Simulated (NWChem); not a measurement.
System: C$_{3}$H$_{10}$Si; SMILES C[SiH](C)C

NWChem input:

```
start job
memory heap 200 mb stack 900 mb global 1100 mb
geometry units angstroms
  Si     0.000000     0.000000     0.367857
  C     -1.217981     1.305708    -0.232791
  C      1.739767     0.401949    -0.232791
  C     -0.521786    -1.707657    -0.232791
  H      0.000000     0.000000     1.869456
  H     -1.248972     1.338840    -1.333887
  H     -2.237371     1.094283     0.126736
  H     -0.936087     2.307888     0.126717
  H      2.466733    -0.343269     0.126717
  H      1.783955     0.412222    -1.333887
  H      2.066362     1.390479     0.126736
  H     -0.534983    -1.751061    -1.333887
  H     -1.530646    -1.964619     0.126717
  H      0.171009    -2.484762     0.126736
end
basis spherical
  * library sto-3g
end
dft
  xc hfexch
  iterations 150
end
driver
  maxiter 120
end
task dft optimize
task dft freq
```

The level has its own optimisation; frequencies are unscaled.

### Question
What results follow from this input? (Hartree-Fock/STO-3G.) Quantities: r C–Si (Å); r H–Si (Å); r C–H (Å); highest harmonic frequency (cm⁻¹); lowest (cm⁻¹); zero-point energy (kcal/mol); dipole (D).

### Answer
| Item | Result |
|---|---|
| r C–Si (Å) | 1.863 |
| r H–Si (Å) | 1.425 |
| r C–H (Å) | 1.082 |
| highest harmonic frequency (cm⁻¹) | 3750 |
| lowest (cm⁻¹) | 140 |
| zero-point energy (kcal/mol) | 92.0 |
| dipole (D) | 0.04 |
